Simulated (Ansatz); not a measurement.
Frontier orbitals of C$_{2}$H$_{3}$ClSSi, SMILES `C=C1S[SiH]1Cl`.

Z-matrix (Å, degrees):
```
Si
Cl 1 2.033
C 1 1.796 2 121.1
S 1 2.095 2 120.3 3 -64.6
H 1 1.472 2 108.8 3 151.8
C 3 1.322 1 155.7 2 70.9
H 6 1.084 3 119.9 1 1.9
H 6 1.085 3 122.4 1 -177.9
```

The species carries charge 0 and has multiplicity 1. All single points use the PBE0-D4/def2-TZVP geometry. Basis def2-TZVPP, Ansatz 0.2.0.

| functional | HOMO (eV) | LUMO (eV) |
| --- | --- | --- |
| ωB97M-V | -8.91 | 1.03 |

(1) Give HOMO and LUMO (eV) with LDA (SPW92), PBE, revPBE, BLYP, r2SCAN, B97M-V, PBE0, B3LYP, r2SCANh, r2SCAN0, HSE06 (plane-wave form), BHLYP, CAM-B3LYP, LC-ωPBE, ωB97X-V, HF. (Best estimate.)

Results:

(1) Ansatz gave: 
| functional | HOMO | LUMO |
| --- | --- | --- |
| LDA (SPW92) | -5.98 | -2.11 |
| PBE | -5.81 | -1.88 |
| revPBE | -5.75 | -1.80 |
| BLYP | -5.62 | -1.70 |
| r2SCAN | -6.01 | -1.70 |
| B97M-V | -6.04 | -1.65 |
| PBE0 | -6.86 | -1.00 |
| B3LYP | -6.62 | -1.16 |
| r2SCANh | -6.40 | -1.38 |
| r2SCAN0 | -6.99 | -0.90 |
| HSE06 (plane-wave form) | -6.46 | -1.37 |
| BHLYP | -7.72 | 0.06 |
| CAM-B3LYP | -8.06 | 0.14 |
| LC-ωPBE | -9.41 | 1.20 |
| ωB97X-V | -9.05 | 1.16 |
| HF | -9.10 | 2.57 |

B3LYP here is the variant with VWN-RPA as its local correlation; programs differ in this. LC-ωPBE has ω = 0.4 bohr⁻¹. Positive LUMOs are unbound and depend on the basis.
